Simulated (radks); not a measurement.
The numbers below are computed, except where a source is named.
Task: Sm45+, 17 electrons, occupied as [Ne] 3s2 3p5. Code: a radial shooting solver on a logarithmic mesh with Libxc functionals. Model: Dirac Kohn-Sham, BLYP, spin-unpolarised, spherical densities, finite nucleus; open shells fill j = l - 1/2 first; Fermi nuclear charge, rms radius 5.0819 fm.

Spin-orbit splittings of the eigenvalues, e(l+1/2) - e(l-1/2), with zeta = 2 splitting/(2l+1) and mean radii in bohr:

shell  occ.  splitting (eV)  zeta (eV)  <r> j=l-1/2  <r> j=l+1/2
2p        6               ?          ?      0.07983      0.08623
3p        5           154.0      102.7       0.2215       0.2313

Estimate the 2p splitting.

Result: 615.1 eV (zeta = 410.1 eV).
